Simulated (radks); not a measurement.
Valence configurations of Fe+ (all share [Ar]). Method: scalar-relativistic Kohn-Sham, r2SCAN, spin-unpolarised, spherical densities, finite nucleus; meta-GGA in the generalised Kohn-Sham scheme; Fermi nuclear charge, rms radius 3.7377 fm; computed with a radial shooting solver on a logarithmic mesh with Libxc functionals. Energies are relative to 3d6 4s1; eigenvalues in eV.

valence          E (eV)    e(3d)    e(4p)    e(4s)
3d6 4s1           0.000  -16.014        -  -12.234
3d6 4p1           5.073  -17.455   -7.835        -
3d5 4p2          17.176  -24.428   -9.700        -
3d5 4s1 4p1      11.378  -23.073   -9.101  -14.928
3d6 4s0.5 4p0.5   2.554  -16.746   -7.473  -12.524
3d7              -2.403  -11.339        -        -
3d5 4s2           5.482  -21.663        -  -14.269
3d5 4s0.5 4p1.5  14.282  -23.758   -9.414  -15.209
3d4 4s0.5 4p2.5  31.530  -31.464  -11.184  -17.730
3d6.5 4s0.5      -1.537  -13.551        -  -11.165

NIST lists [Ar] 3d6 4s1 as the ground configuration; this level of theory puts 3d7 lower, by 2.403 eV. The energies are those of spherical spin-averaged densities, not of single terms.
